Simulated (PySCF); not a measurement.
**K: excitation energy**

K [Ar] 4s1 (2S) → K [Ar] 4p1 (2P), as a difference of total energies. Calculation: PySCF 2.14, in dyall-av3z (25s18p5d2f, 118 functions); the non-relativistic Hamiltonian (point nucleus). The calculations carry no spin-orbit coupling.

| method | excitation energy (cm⁻¹) |
| --- | --- |
| UHF | 11342 |
| LDA | 12249 |
| PBE0 | 11205 |
| r2SCAN | 10894 |
| r2SCAN0 | 11397 |
| TPSS | 10340 |

Question: Estimate what BLYP gives.

Answer: 11659 cm⁻¹, closest to r2SCAN0 among the rows shown.

Question: Estimate what PBE gives.

Answer: 11115 cm⁻¹, closest to PBE0 among the rows shown.

These non-relativistic numbers lack the scalar-relativistic shift.

For comparison: 13024 cm⁻¹ (measured; NIST levels, between the centres of gravity of the two terms).
